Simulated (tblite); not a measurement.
Isomers of C8H7F3O. Method: GFN2-xTB as coded in tblite; computed harmonic values from a numerical Hessian at the method's own geometry, unscaled. This tight-binding method is rough: wavenumbers can miss measured ones by several per cent, in bad cases by 10 to 20. One conformer each.

Electronic energies: GFN2-xTB at the same geometries; isomer energies are rough at this level and their order can be wrong.

```json
{"SMILES": "Oc1ccc(CC(F)(F)F)cc1", "electronic energy, lowest = 0 (kJ/mol)": "26.3"}
{"SMILES": "C=C1C(C(F)(F)F)=C/C1=C/OC", "electronic energy, lowest = 0 (kJ/mol)": "312.6"}
{"SMILES": "Cc1cccc(OC(F)(F)F)c1", "electronic energy, lowest = 0 (kJ/mol)": "0.0"}
```

How do GFN2-xTB zero-point energies change the relative energies?

| SMILES | ZPE (kJ/mol) | of it from modes above 1550 cm⁻¹ | electronic (kJ/mol) | with ZPE, lowest = 0 (kJ/mol) | lowest mode (cm⁻¹) | rings |
| --- | --- | --- | --- | --- | --- | --- |
| Cc1cccc(OC(F)(F)F)c1 | 347.5 | 147.8 | 0.0 | 0.0 | 25 | 1 |
| Oc1ccc(CC(F)(F)F)cc1 | 348.4 | 150.0 | 26.3 | 27.1 | 26 | 1 |
| C=C1C(C(F)(F)F)=C/C1=C/OC | 337.9 | 158.2 | 312.6 | 303.0 | 14 | 1 |

The zero-point energies span 10.5 kJ/mol, from `C=C1C(C(F)(F)F)=C/C1=C/OC` to `Oc1ccc(CC(F)(F)F)cc1`. The order is unchanged.
